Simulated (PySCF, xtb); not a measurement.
ScF₂, SMILES [F][Sc][F] (connectivity only; charge and spin as stated), neutral, multiplicity 2.

Harmonic wavenumbers (cm⁻¹) from GFN2-xTB run with xtb at its own minimum, in rising order: 139, 401, 430.

Question: What does PySCF with PBE0-D3(BJ)/def2-TZVP give at its own minimum? (The exact figures need the calculation; the answer reports its results.)

Answer: 146, 664, 718. Paired by order, the mean absolute difference is 186 cm⁻¹ and the zero-point energies are 1.4 and 2.2 kcal/mol.
